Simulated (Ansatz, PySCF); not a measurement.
Molecule: Si$_{2}$O$_{2}$ (charge 0, singlet). 
Coordinates optimised at B3LYP-D3(BJ)/def2-TZVP (Ansatz, an electronic-structure program):
```
O
Si 1 1.6993
Si 1 1.6993 2 92.72
O 3 1.6993 1 87.28 2 0.00
```
Charge 0, spin multiplicity 1.

Total electronic energies in hartree. Cores are frozen in the correlated levels unless marked. No spin-orbit coupling. Non-relativistic. Basis-set limits of correlation are two-point, X^-3; Hartree-Fock from the larger set.

The Hartree-Fock reference is unstable (checked in the largest basis), which strains HF and MP2. 

```json
[
 {"level": "HF/aug-cc-pV(T+d)Z", "program": "Ansatz", "energy (Eh)": "-727.79019"},
 {"level": "BP86-D4/def2-TZVPD", "program": "PySCF + dftd4", "energy (Eh)": "[?]"},
 {"level": "PBE0-D3(BJ)/def2-TZVPD", "program": "Ansatz + dftd3", "energy (Eh)": "[?]"},
 {"level": "MN15-D3(BJ)/def2-TZVPD", "program": "PySCF + dftd3", "energy (Eh)": "-729.26900"},
 {"level": "HSE06-D3(BJ)/def2-TZVPD", "program": "Ansatz + dftd3", "energy (Eh)": "-729.19777"},
 {"level": "SCS-MP2/6-31G", "program": "Ansatz", "energy (Eh)": "-727.81294"},
 {"level": "CCSD/6-31G", "program": "Ansatz", "energy (Eh)": "-727.83047"},
 {"level": "CCSD/cc-pV(D+d)Z", "program": "Ansatz", "energy (Eh)": "-728.22966"},
 {"level": "CCSD(T)/CBS(cc-pV(T+d)Z,cc-pV(Q+d)Z)", "program": "Ansatz", "energy (Eh)": "-728.5865"}
]
```

### Question
Complete the blanks.

### Answer

- BP86-D4/def2-TZVPD, energy (Eh): -729.67794
- PBE0-D3(BJ)/def2-TZVPD, energy (Eh): -729.21707
